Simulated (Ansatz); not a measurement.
Cost and result for the atomization energy of `[NH2+]1[AlH2-][NH2+][AlH2-]1` (12 atoms, 12 bonds).

```xyz
12

N     0.5493    1.0670   -0.6358
Al   -0.2290   -0.6226   -1.2428
N    -0.5522   -1.0656    0.6356
Al    0.2315    0.6215    1.2429
H     0.0602    1.8939   -0.9591
H     1.5257    1.1904   -0.8784
H     0.9092   -1.5644   -1.8362
H    -1.6111   -0.3511   -1.9846
H    -1.5297   -1.1844    0.8761
H    -0.0676   -1.8945    0.9607
H    -0.9022    1.5646    1.8428
H     1.6158    0.3451    1.9788
```

Charge 0, multiplicity 1. The structure was optimised at the PBE0-D4/def2-TZVP level. Program: Ansatz. All runs use 4 threads of an Arm Neoverse V2 on a shared host. Times are those of one run each, without the atoms' runs, and a repeat can differ threefold. Electronic energies, without spin–orbit coupling; frozen cores. CCSD(T)/CBS adds CCSD(T) − MP2 in def2-TZVPP to the MP2 limit, and its time is that of the two runs behind it. T1 = 0.009. B3LYP takes the VWN-RPA correlation (the form of Gaussian; ORCA's B3LYP/G). HSE06 is the plane-wave form, built on full-range PBE exchange.

CCSD(T)/CBS is a level of theory with its own doubt, some kJ/mol a heavy atom from the limit and from the frozen cores, so smaller differences don't rank the functionals.

```csv
level,functions,wall time,atomization (kJ/mol),difference from CCSD(T)/CBS,per bond
BLYP-D4/def2-TZVPP,258,1.8 s,3760.8,-32.0,-2.7
CCSD(T)/def2-SVP,104,2 s,3553.9,-238.9,-19.9
PBE-D4/def2-TZVPP (with forces),258,2.1 s,3761.2,-31.6,-2.6
HSE06-D4/def2-TZVPP,258,2.4 s,3726.3,-66.5,-5.5
CAM-B3LYP-D4/def2-TZVPP,258,2.6 s,3809.3,16.5,1.4
B3LYP-D4/def2-TZVPP (with forces),258,3.5 s,3786.2,-6.6,-0.5
r2SCANh-D4/def2-TZVPP,258,3.6 s,3745.7,-47.1,-3.9
PBE-QIDH/def2-TZVPP,258,3.9 s,3712.2,-80.6,-6.7
ωB97X-V/def2-TZVPP,258,7 s,3804.1,11.3,0.9
B97M-V/def2-TZVPP,258,7.5 s,3826.0,33.2,2.8
MP2/def2-QZVPP,494,15 s,3748.9,-43.9,-3.7
CCSD(T)/def2-TZVPP,258,66 s,3684.3,-108.5,-9.0
CCSD(T)/CBS(def2),–,81 s,3792.8,0.0,0.0
```

From r2SCAN to r2SCAN0 (25 % exact exchange), in def2-TZVPP and without D4, the atomization energy moves by −43.0 kJ/mol: exact exchange takes away binding that semilocal exchange gives to molecules. At CCSD(T), def2-SVP lies −238.9 kJ/mol from the extrapolated value and def2-TZVPP −108.5 kJ/mol: correlation converges slowly with the basis, and small sets miss more of it in the bonded molecule than in its fragments. The D4 term adds +40.9 kJ/mol with B3LYP and +21.4 kJ/mol with PBE0; it sums over pairs of atoms, weighted by their polarisabilities, and B3LYP, whose exchange is more repulsive, gets the larger term.
